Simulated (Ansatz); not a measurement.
Consider the substitution at a C–C bond: `C/C(F)=C(/C)Cl` + `C[Si]S` → `C[Si]SC` + `C/C(Cl)=C/F`.

Program: Ansatz. Geometries: PBE0-D4/def2-TZVP. ΔE: electronic, gas phase. CBS: MP2 limit from def2 TZ/QZ plus the TZ coupled-cluster correction, frozen cores. This one scheme is used for every species. Double bonds are as drawn, so ΔE can hold a change between cis and trans. DFT in def2-TZVPP. B3LYP here is the variant with VWN-RPA as its local correlation; programs differ in this. One conformer a species, not always the lowest.

```json
{"level": "PBE-D4", "ΔE (kJ/mol)": "28.9", "difference from CCSD(T)/CBS": "-3.7"}
{"level": "PBE0-D4", "ΔE (kJ/mol)": "32.1", "difference from CCSD(T)/CBS": "-0.5"}
{"level": "B3LYP-D4", "ΔE (kJ/mol)": "31.2", "difference from CCSD(T)/CBS": "-1.4"}
{"level": "ωB97X-V", "ΔE (kJ/mol)": "34.9", "difference from CCSD(T)/CBS": "2.3"}
{"level": "ωB97M-V", "ΔE (kJ/mol)": "35.2", "difference from CCSD(T)/CBS": "2.6"}
{"level": "PBE", "ΔE (kJ/mol)": "28.5", "difference from CCSD(T)/CBS": "-4.1"}
{"level": "r2SCAN", "ΔE (kJ/mol)": "32.4", "difference from CCSD(T)/CBS": "-0.2"}
{"level": "PBE0", "ΔE (kJ/mol)": "31.6", "difference from CCSD(T)/CBS": "-1.0"}
{"level": "HF/def2-TZVPP", "ΔE (kJ/mol)": "34.4", "difference from CCSD(T)/CBS": "1.8"}
{"level": "MP2/def2-TZVPP", "ΔE (kJ/mol)": "33.5", "difference from CCSD(T)/CBS": "0.9"}
{"level": "SCS-MP2/def2-TZVPP", "ΔE (kJ/mol)": "32.6", "difference from CCSD(T)/CBS": "0.0"}
{"level": "CCSD/def2-TZVPP", "ΔE (kJ/mol)": "36.0", "difference from CCSD(T)/CBS": "3.4"}
{"level": "HF/def2-QZVPP", "ΔE (kJ/mol)": "33.5", "difference from CCSD(T)/CBS": "0.9"}
{"level": "MP2/def2-QZVPP", "ΔE (kJ/mol)": "32.1", "difference from CCSD(T)/CBS": "-0.5"}
{"level": "SCS-MP2/def2-QZVPP", "ΔE (kJ/mol)": "31.2", "difference from CCSD(T)/CBS": "-1.4"}
{"level": "CCSD/CBS(def2)", "ΔE (kJ/mol)": "34.0", "difference from CCSD(T)/CBS": "1.4"}
{"level": "CCSD(T)/CBS", "ΔE (kJ/mol)": "32.6", "difference from CCSD(T)/CBS": "0"}
```

Largest T1 diagnostic among the species: 0.014.

From PBE to PBE0 (25 % exact exchange), in def2-TZVPP and without D4, ΔE moves by +3.2 kJ/mol.
